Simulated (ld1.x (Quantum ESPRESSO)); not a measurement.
**Bi: one change to an RRKJ potential, before and after**

ld1.x (Quantum ESPRESSO) 7.5 input, shortened:

```
&input
   title='Bi', zed=83., rel=1, dft='PBE', iswitch=3,
   config='[Xe] 4f14 5d10 6s2 6p2'
 /
 &inputp
   pseudotype=2, tm=.false., rho0=0.001, lloc=0,
   nlcc=.true., rcore=0.85
 /
2
6P  2  1   2.00   0.00  1.80  1.80  0.0
6S  1  0   2.00   0.00  1.75  1.75  0.0
 &test
   configts(1)='6s2 6p2'
 /
```

Change: all radii but the core radius scaled by about 1.15 (s 2.02, p 2.08 bohr).

Cutoffs: the cutoffs (Ry, on a coarse ladder) from which the occupation-weighted sum of valence levels, in a spherical-Bessel basis at the reference potential, stays within 10 and 1 mRy of its value at 400 Ry; they do not see the model core or the augmentation charge, which bear on the density cutoff. Errors are all-electron minus pseudo energies relative to the spin-unpolarised reference configuration.

Task: Predict the effect on cutoff, ghosts and configuration errors.

Result: The potential gets softer (35 Ry and 55 Ry → 25 Ry and 45 Ry); both files keep a bound ghost (d); of the 7 tests that both files solve, the error grows in 2 and shrinks in 0 by more than 15 % and 0.3 meV (median size 27.3 → 32.2 meV). A larger radius leaves more room for a smooth pseudo-wave, so fewer plane waves are needed.

| quantity | base | changed |
| --- | --- | --- |
| cutoff, loose | 35 Ry | 25 Ry |
| cutoff, tight | 55 Ry | 45 Ry |
| loose cutoff by channel (10 mRy a level) | p 35 Ry, s 21 Ry | p 12 Ry, s 21 Ry |
| bound ghosts | d | d |
| error for 6s2 6p3, meV [ΔE -7.91 eV] | -4.0 | -4.2 |
| error for 6s2 6p1, meV [ΔE 15.25 eV] | -33 | -32 |
| error for 6s2 6p0, meV [ΔE 38.59 eV] | -178 | -166 |
| error for 6s2 6p2.5, meV [ΔE -4.82 eV] | -0.6 | -0.6 |
| error for 6s1 6p3, meV [ΔE 10.82 eV] | -27 | -37 |
| error for 6s1 6p4, meV [ΔE 2.17 eV] | -11 | -21 |
| error for 6s1 6p0, meV [ΔE 83.99 eV] | -722 | -676 |

 A true bound ghost makes a file unfit for plane-wave use even where its test errors are small: the radial tests pick states by their node count and pass the ghost by.
